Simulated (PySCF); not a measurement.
Level sweep

C2H7NSi2.
Geometry (PBE0-D3(BJ)/def2-SVP, Å), atoms numbered from 1 in this order:
```
atom  x, y, z in Å
N1    -2.6272    1.1998    0.3561
Si2   -1.9346   -0.3316   -0.0334
C3    -0.0843   -0.3734   -0.0455
C4     1.1416   -0.3776   -0.0502
Si5    2.9743   -0.3999   -0.0644
H6    -2.5438    1.9600   -0.3103
H7    -2.5405    1.5508    1.3038
H8    -2.3847   -1.3220    0.9846
H9    -2.3866   -0.7169   -1.3997
H10    3.4916   -0.0434    1.2891
H11    3.4536   -1.7631   -0.4341
H12    3.4803    0.5888   -1.0608
```

PySCF, dipoles from the SCF density, polarisabilities from static response with core orbitals frozen. One conformer (not necessarily the lowest) at the PBE0-D3(BJ)/def2-SVP geometry, without solvent, vibrations or thermal averaging.

The anisotropy is √(½[(α1 − α2)² + (α2 − α3)² + (α3 − α1)²]).

```tsv
level	μ (D)	α (Å³)	anisotropy (Å³)
LDA/def2-SVPD	1.254	14.25	9.30
PBE/def2-SVPD	1.255	13.96	9.13
B3LYP/def2-SVPD	1.216	13.38	8.23
PBE0/def2-SVPD	1.237	13.31	8.23
BHandHLYP/def2-SVPD	1.204	12.78	7.49
CAM-B3LYP/def2-SVPD	1.210	13.08	7.69
wB97X-D/def2-SVPD	1.233	13.13	7.74
LC-wPBE/def2-SVPD	1.238	12.75	7.33
PBE0/6-31G*	1.460	10.63	7.71
PBE0/6-31+G*	1.294	12.03	8.25
PBE0/def2-SVP	1.426	11.39	7.50
PBE0/aug-cc-pVDZ	1.196	13.56	8.38
PBE0/def2-TZVP	1.326	12.59	8.16
PBE0/def2-TZVPD	1.239	13.49	8.32
```

The dipole runs from 1.20 D (PBE0/aug-cc-pVDZ) to 1.46 D (PBE0/6-31G*). No reference polarisability is at hand; against PBE0 in the largest diffuse basis at hand (def2-TZVPD) the other PBE0 rows deviate by 6-31G* -21%, 6-31+G* -11%, def2-SVP -16%, def2-SVPD -1%, aug-cc-pVDZ +1%, def2-TZVP -7%. In one basis (def2-SVPD) the functionals order the polarisability from LC-wPBE (lowest) to LDA (highest), a spread of 12%. With PBE0 the polarisability is 11.54 Å³ without diffuse functions (mean of 6-31G*, def2-SVP and def2-TZVP) and 13.10 Å³ with them (mean of 6-31+G*, def2-SVPD, aug-cc-pVDZ and def2-TZVPD).
